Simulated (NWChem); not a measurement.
System: SiHOCl3; SMILES [Si](O)(Cl)(Cl)Cl

NWChem input:

```
start job
memory heap 200 mb stack 900 mb global 1100 mb
geometry units angstroms noautoz
  O     -1.890582    -0.206596     0.000000
  Si    -0.264936    -0.036742     0.000000
  Cl     0.374871     0.983917     1.652216
  Cl     0.517052    -1.910628     0.000000
  Cl     0.374871     0.983917    -1.652216
  H     -2.430616     0.590700     0.000000
end
basis spherical
  O library def2-svp
  Si library def2-svp
  Cl library def2-svp
  H library def2-svp
end
dft
  xc xpbe96 cpbe96
  iterations 150
  mulliken
end
task dft energy
```

All runs use the structure optimised with PBE0/def2-SVP.

Question: Give the results of this calculation. (PBE/def2-SVP.) Quantities: energy (Ha); highest occupied level (eV); orbital gap (eV); dipole (D).

Answer: The energy (Ha) comes out as -1744.74. The highest occupied level (eV) is -7.66 and the orbital gap (eV) is 6.87. The dipole (D) comes out as 1.77.
